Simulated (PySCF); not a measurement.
One of the candidates below gave these computed data.

All candidates are C5H5F3Si.

- Rotational structure: rotational constants A, B, C: 1.590, 1.243, 0.849 GHz [GFN2-xTB]
- 1H NMR: chemical shifts (computed TMS as zero) by class: 2.02 (1 H), 1.14 (2 H), 1.10 (2 H) ppm [GIAO PBE0/pcSseg-1]
- Polarisability: 85.8 au [CAM-B3LYP/def2-SVPD]
- UV, strongest line: among the 8 lowest singlet transitions: S5 at 6.76 eV (183 nm, f = 0.228) [TDDFT CAM-B3LYP/def2-SVPD]
- 13C NMR: chemical shifts (computed TMS as zero) by class: 139.3 (1 C), 108.0 (1 C), 79.8 (1 C), 2.1 (2 C) ppm [GIAO PBE0/pcSseg-1]
- NMR, other nuclei: isotropic shieldings of nuclei other than C and H, by class: 239 (3 F), 462 (1 Si) ppm [GIAO PBE0/pcSseg-1]
- Triplet: lowest triplet excitation (Tamm–Dancoff): 4.53 eV [TDA CAM-B3LYP/def2-SVPD]

Electronic properties: PySCF, gas phase, density fitting. Levels stand in brackets. Isolated species at its GFN2-xTB geometry, gas phase. NMR classes are plain means over equivalent atoms (diastereotopic ones count apart unless rotation or inversion swaps them), as if these changed places fast.

Problem. Which candidate is it?
A. `C=CC1([Si](F)(F)F)C=C1`
B. `C#C[Si]1(C(F)(F)F)CC1`
C. `C#C[SiH2]/C=C\C(F)(F)F`
D. `C#C[SiH2]/C=C/C(F)(F)F`

Solution. B. It is `C#C[Si]1(C(F)(F)F)CC1`. Numbering: `[CH:1]#[C:2][Si:3]1([C:4]([F:5])([F:6])[F:7])[CH2:8][CH2:9]1`. Its formula, C5H5F3Si, gives 3 degrees of unsaturation: 1 ring and 2 π bonds in the structure found. 5 carbons fall into 4 classes; from least to most shielded: CF3 carbon [C4] (139.3 ppm), terminal alkyne carbon [C1] (108.0 ppm), alkyne carbon [C2] (79.8 ppm), ring sp3 carbon bound to silicon [C8/C9] (2.1 ppm, 2 C). Hydrogen classes from least to most shielded: 1 H on a terminal alkyne carbon, C1 (2.02 ppm), 2 H on 2 like atoms (sp3 carbon bound to silicon), C8/C9 (1.14 ppm), 2 H on 2 like atoms (sp3 carbon bound to silicon), C8/C9 (1.10 ppm). The other shieldings belong to: 239 ppm, fluorine of a CF3 group [F5/F6/F7]; 462 ppm, four-coordinate silicon [Si3]. The optimised geometry has point group Cs and is an asymmetric top.

The others, at the same levels:
- `C#C[SiH2]/C=C\C(F)(F)F` fails: it has 5 carbon classes against 4; its computed 13C shifts are 149.0 (1 C), 146.6 (1 C), 132.4 (1 C), 104.8 (1 C), 86.3 (1 C) ppm, 1H shifts are 7.00 (1 H), 6.83 (1 H), 4.94 (2 H), 1.95 (1 H) ppm and lowest triplet excitation (Tamm–Dancoff) is 4.11 eV (against 4.53 eV).
- `C=CC1([Si](F)(F)F)C=C1` fails: its computed 13C shifts are 150.5 (1 C), 122.4 (1 C), 108.3 (2 C), 12.0 (1 C) ppm, 1H shifts are 6.66 (1 H), 6.47 (2 H), 5.63 (1 H), 5.14 (1 H) ppm and lowest triplet excitation (Tamm–Dancoff) is 4.15 eV (against 4.53 eV).
- `C#C[SiH2]/C=C/C(F)(F)F` fails: it has 5 carbon classes against 4; its computed 13C shifts are 145.0 (1 C), 138.6 (1 C), 131.6 (1 C), 107.9 (1 C), 82.7 (1 C) ppm, 1H shifts are 6.83 (1 H), 6.68 (1 H), 4.84 (2 H), 2.11 (1 H) ppm and lowest triplet excitation (Tamm–Dancoff) is 4.30 eV (against 4.53 eV).

Each candidate is one conformer, not necessarily the lowest. Dipoles, sizes and rotational constants follow the conformer. The torsions of the flexible species, by atom-mapped SMILES:
- `[CH:1]#[C:2][Si:3]1([C:4]([F:5])([F:6])[F:7])[CH2:8][CH2:9]1`: C2–Si3–C4–F5 -60°
- `[CH:1]#[C:2][SiH2:3]/[CH:4]=[CH:5]\[C:6]([F:7])([F:8])[F:9]`: C2–Si3–C4–C5 163°, C4–C5–C6–F7 166°
- `[CH2:1]=[CH:2][C:3]1([Si:4]([F:5])([F:6])[F:7])[CH:8]=[CH:9]1`: C1–C2–C3–Si4 -177°, C2–C3–Si4–F5 -177°
- `[CH:1]#[C:2][SiH2:3]/[CH:4]=[CH:5]/[C:6]([F:7])([F:8])[F:9]`: C2–Si3–C4–C5 7°, C4–C5–C6–F7 125°
